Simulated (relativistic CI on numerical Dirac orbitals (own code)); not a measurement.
# Tb XIV: sensitivity of the levels to the model

Base calculation: Dirac-Coulomb-Breit CI, orbitals from a KLI potential per configuration, a model potential for QED, unscaled Slater integrals.

CI space (outside the closed core [Kr] 4d10): 4f4 5s2, 4f6, 4f5 5s, 4f2 5s2 5p2, 4f3 5s2 5p, 4f2 5s2 5d2, 4f3 5s2 5d, 4f2 5s2 5p 5d, 4f3 5s2 6s, 4f2 5s2 5d 6s, 4f2 5s2 6s2. Levels of other configurations are missing.

Variants: (1) valence Slater integrals scaled by 0.9; (2) only the first 3 configurations; (3) one mean potential for all configurations. Shifts of the energy above 4f4 5s2 5I_4, in cm⁻¹, for the lowest level and the first level of each name with at least 55 % of one term (blank where a level changes its place among those of its configuration and J or its character, or is not in the variant):

| Level | Base | Δ(1) | Δ(2) | Δ(3) |
| --- | --- | --- | --- | --- |
| 4f4 5s2 5I_4 | 0.0 | 0.0 | 0.0 | 0.0 |
| 4f4 5s2 5I_5 | 3419.1 | +63.3 | -8.0 | +152.1 |
| 4f4 5s2 5I_6 | 7031.9 | +73.2 | -13.1 | +287.6 |
| 4f4 5s2 5I_7 | 10716.1 | +25.5 | -15.1 | +399.4 |
| 4f4 5s2 5I_8 | 14399.9 | -72.4 | -14.2 | +488.0 |
| 4f4 5s2 5F_1 | 24946.6 | -2139.4 | +47.2 | -314.0 |
| 4f4 5s2 5F_2 | 25736.2 | -2268.3 | +60.2 | -345.6 |
| 4f4 5s2 5F_3 | 27745.2 | -2188.3 | +56.1 | -233.7 |
| 4f4 5s2 5S_2 | 29375.1 | -2212.9 | +29.3 | -192.4 |
| 4f4 5s2 5F_4 | 29411.7 | -2503.5 | +80.5 | -325.5 |
| 4f4 5s2 3K_6 | 30706.8 | -2526.0 | +36.0 | -320.9 |
| 4f4 5s2 5F_5 | 32647.8 | -2281.1 | +56.6 | -105.7 |
| 4f4 5s2 3K_7 | 33253.1 | -2699.1 | +16.1 | -313.2 |
| 4f4 5s2 5G_2 | 35498.2 | -3413.1 | +101.1 | -622.9 |
| 4f5 5s 7H°_2 | 35925.2 | +2373.9 | -79.1 | -9417.8 |
| 4f4 5s2 5G_3 | 35981.5 | -3364.6 | +106.9 | -589.8 |
| 4f4 5s2 3K_8 | 36322.9 | -2890.3 | +9.4 | -294.6 |
| 4f5 5s 7H°_3 | 37235.8 | +2403.8 | -79.5 | -9418.6 |
| 4f5 5s 7H°_4 | 38894.4 | +2433.0 | -79.9 | -9419.5 |
| 4f4 5s2 5G_4 | 40744.5 | -3242.3 | +99.7 | -363.1 |
| 4f5 5s 7H°_5 | 40827.7 | +2449.9 | -80.3 | -9420.5 |
| 4f4 5s2 3G_3 | 42076.4 | -3408.1 | +120.2 | -416.6 |

At this charge transitions that keep the count of f electrons are usually good to a few per cent. Terms inside the open d or f shell come out 10 to 20 % too wide with unscaled integrals. Levels and lines within the n = 5 or 6 shells can be off by up to 10 % or somewhat more, and those that change n by about 2 %, since core polarisation is missing. Levels that differ in their count of f electrons can be misplaced by several ten thousand cm⁻¹, since the correlation energy of f electrons is missing or only estimated; rates across such gaps can be off by orders of magnitude.

Ionisation energy from one configuration of each of the two ions, the ground ones as tabulated or assumed: base 268.088 eV; valence Slater integrals scaled by 0.9 268.264 eV. The NIST ASD value (theoretical) is 273 ± 14 eV.

LS names give the leading component of a level, which can be under half, so a name can repeat, a term be missing and a line seem to break the LS rules.
